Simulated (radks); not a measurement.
The numbers below are computed, except where a source is named.
How relativity changes the ionisation of neutral gallium ([Ar] 3d10 4s2 4p1) to Ga+ ([Ar] 3d10 4s2). Spin-unpolarised spherical Kohn-Sham, PBE, point nucleus unless stated (finite: rms radius 3.9973 fm), a radial shooting solver on a logarithmic mesh with Libxc functionals. A level marked "c x" has the speed of light scaled by that factor and shares open shells by 2j + 1; other Dirac levels either fill j = l - 1/2 first or share by 2j + 1.

[
 {"level": "non-rel.", "E(Ga) (hartree)": "-1924.56372", "E(Ga+) (hartree)": "-1924.35344", "IE (eV)": "5.722", "HOMO": "4p", "<r> HOMO (bohr)": "3.424"},
 {"level": "scalar-rel.", "E(Ga) (hartree)": "-1943.93783", "E(Ga+) (hartree)": "-1943.72879", "IE (eV)": "5.688", "HOMO": "4p", "<r> HOMO (bohr)": "3.426"},
 {"level": "scalar-rel., finite nucleus", "E(Ga) (hartree)": "-1943.92721", "E(Ga+) (hartree)": "-1943.71818", "IE (eV)": "5.688", "HOMO": "4p", "<r> HOMO (bohr)": "3.426"},
 {"level": "Dirac, 2j+1 shares", "E(Ga) (hartree)": "-1944.01869", "E(Ga+) (hartree)": "-1943.80960", "IE (eV)": "5.690", "HOMO": "4p3/2", "<r> HOMO (bohr)": "3.449"},
 {"level": "Dirac, low j first", "E(Ga) (hartree)": "-1944.02152", "E(Ga+) (hartree)": "-1943.80960", "IE (eV)": "5.767", "HOMO": "4p1/2", "<r> HOMO (bohr)": "3.388"},
 {"level": "Dirac, 2j+1 shares, finite nucleus", "E(Ga) (hartree)": "-1944.00807", "E(Ga+) (hartree)": "-1943.79897", "IE (eV)": "5.690", "HOMO": "4p3/2", "<r> HOMO (bohr)": "3.449"},
 {"level": "Dirac, c x 0.75", "E(Ga) (hartree)": "-1959.86128", "E(Ga+) (hartree)": "-1959.65308", "IE (eV)": "5.665", "HOMO": "4p3/2", "<r> HOMO (bohr)": "3.470"},
 {"level": "Dirac, c x 10", "E(Ga) (hartree)": "-1924.75347", "E(Ga+) (hartree)": "-1924.54320", "IE (eV)": "5.722", "HOMO": "4p3/2", "<r> HOMO (bohr)": "3.425"},
 {"level": "Dirac, c x 100", "E(Ga) (hartree)": "-1924.56562", "E(Ga+) (hartree)": "-1924.35534", "IE (eV)": "5.722", "HOMO": "4p3/2", "<r> HOMO (bohr)": "3.424"}
]

NIST Atomic Spectra Database: 5.999 eV (measured). The relativistic part of the total energy of Ga is -19.44 hartree (Dirac, 2j+1 shares, finite nucleus), 1 % of the non-relativistic value. Spin polarisation and multiplet splitting of open shells are left out at every level.

Beside tabulated values, note that spin-unpolarised runs miss the spin-polarisation part of the exchange energy of open shells.
